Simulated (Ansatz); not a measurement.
Si4S4. The state is a singlet with charge 0. Geometry PBE-D4/def2-SVP, basis def2-TZVP, Ansatz.

Cartesian coordinates in Å:
```
Si 0.014 1.713 -1.059
Si 1.883 -0.691 0.185
Si -0.771 0.347 1.829
Si -1.127 -1.369 -0.954
S -0.015 -1.775 1.097
S -1.951 0.716 -0.191
S 1.167 1.418 0.988
S 0.798 -0.360 -1.894
```

| run | HOMO (eV) | LUMO (eV) |
| --- | --- | --- |
| A | -7.51 | -1.34 |
| B | -6.43 | -2.37 |
| C | -5.71 | -2.99 |
| D | -5.51 | -3.07 |

The structure comes from a short search, and lower isomers may exist.

Q: The runs used CAM-B3LYP, PBE, PBE0, r2SCAN. Estimate which is which.

A: A CAM-B3LYP (range-separated); B PBE0 (25 % exact exchange); C r2SCAN (0 % exact exchange); D PBE (0 % exact exchange). Exact exchange lowers occupied and raises empty levels; among semilocal functionals meta-GGAs tend to open the gap a little, and such runs are hard to tell apart. The gap grows from 2.44 eV (PBE) to 6.17 eV (CAM-B3LYP).
